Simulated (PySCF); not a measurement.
Predicted microwave data (PBE0/pcSseg-1 in PySCF (dipole) on a GFN2-xTB geometry, gas phase) for one isomer of C11H10:

- Rotational constants: A = 2402, B = 621.3, C = 525.0 MHz
- Dipole components: |μa| = 0.67 D, |μb| = 0.25 D, |μc| = 0.13 D
- Inertial defect: -61.32 u·Å²
- κ: -0.90

Problem. Which candidate fits, each taken in the one conformer that was computed?
A. `C1=CC(=C)c2cc(ccc12)C`
B. `[CH:1]#[C:2][c:3]1[cH:4][cH:5][cH:6][c:7]([CH2:8][CH:9]=[CH2:10])[cH:11]1` with C6–C7–C8–C9 -80°, C7–C8–C9–C10 121°
C. `C#Cc1c(ccc2c1CC2)C`

Solution. B. It is C#Cc1cccc(CC=C)c1, an asymmetric top, point group C1. The candidates at the same level (rigid rotor, commonest isotopes):

| SMILES | A (MHz) | B (MHz) | C (MHz) | μa (D) | μb (D) | μc (D) | Δ (u·Å²) | point group | rotor |
| --- | --- | --- | --- | --- | --- | --- | --- | --- | --- |
| C=C1C=Cc2ccc(C)cc21 | 2252 | 925.7 | 658.7 | 0.08 | 0.52 | 0.05 | -3.13 | – | asymmetric top |
| C#Cc1c(C)ccc2c1CC2 | 1693 | 1101 | 675.6 | 0.46 | 0.09 | 0.00 | -9.46 | Cs | asymmetric top |
| C#Cc1cccc(CC=C)c1 | 2402 | 621.3 | 525.0 | 0.67 | 0.25 | 0.13 | -61.32 | C1 | asymmetric top |

`C=C1C=Cc2ccc(C)cc21` has B 49 % too high; `C#Cc1c(C)ccc2c1CC2` has B 77 % too high. No structure here is proved a minimum.
